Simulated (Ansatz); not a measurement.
A geometry relaxed with B3LYP-D3(BJ)/def2-TZVP in Ansatz (an electronic-structure program), charge 0, multiplicity 1:

```xyz
8

H     -2.1116     0.0994    -0.1976
H      2.0963     0.3276     0.0761
B     -0.0124     0.3482    -0.0992
H      1.3889    -1.1619     0.4390
N      1.2508    -0.2063     0.1585
N     -1.2312    -0.3409    -0.0029
H     -1.3007    -1.3078     0.2641
Br    -0.0801     2.2416    -0.6381
```

### Question
Write the SMILES of this molecule.

### Answer
`NB(N)Br`
